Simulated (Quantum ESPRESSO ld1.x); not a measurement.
Task: Coherent X-ray form factor from a spherical all-electron density. All-electron calculation, scalar-relativistic Kohn-Sham, relativistic LDA (MacDonald-Vosko exchange, VWN5 correlation), spin-unpolarised, spherical densities, point nucleus. Program: ld1.x of Quantum ESPRESSO 7.5.

sin(theta)/lambda (1/angstrom),f0 (electrons)
0.05,13.792
0.1,13.212
0.15,12.376
0.2,11.426
0.25,10.486
0.3,9.635
0.4,8.296
0.5,7.340
0.6,6.570
0.8,5.193
1,3.985
1.25,2.861
1.5,2.156
2,1.501

The species is in the configuration that NIST lists as its ground one. Which atom or ion scatters so?

Result: The chlorine ion Cl3+, [Ne] 3s2 3p2. Extrapolating in s^2 from the first two rows gives f0(0) = 14.0, near the electron count 14; among species with that count, the fall with angle is slower the higher Z, and the table is that of Z = 17; from so few rows the species is fixed only to a neighbour or two.
